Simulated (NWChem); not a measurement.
System: Si₂N₂H₈; SMILES N[SiH2][SiH2]N

Input file for NWChem:

```
start job
memory heap 200 mb stack 900 mb global 1100 mb
geometry units angstroms noautoz
  Si    -0.568064    -1.228775    -0.209278
  N      0.998971    -1.747650     0.320800
  Si    -0.497405     1.073478     0.241493
  N      1.107563     1.559105    -0.264180
  H     -1.654010    -1.937503     0.539951
  H     -0.870988    -1.457552    -1.668654
  H      1.741425    -1.056632     0.266886
  H      1.344643    -2.687314     0.165091
  H     -1.641168     1.816265    -0.394794
  H     -0.572339     1.345131     1.710630
  H      1.336622     1.472630    -1.249975
  H      1.472444     2.438125     0.090707
end
basis spherical
  Si library def2-svp
  N library def2-svp
  H library def2-svp
end
dft
  xc b3lyp
  iterations 150
  mulliken
end
task dft energy
```

Coordinates come from a PBE0/def2-SVP optimisation.

What results follow from this input? (B3LYP/def2-SVP.) Quantities: energy (Ha); highest occupied level (eV); orbital gap (eV); dipole (D).

The energy (Ha) comes out as -693.11. The highest occupied level (eV) is -6.63 and the orbital gap (eV) is 6.77. The dipole (D) comes out as 2.12.
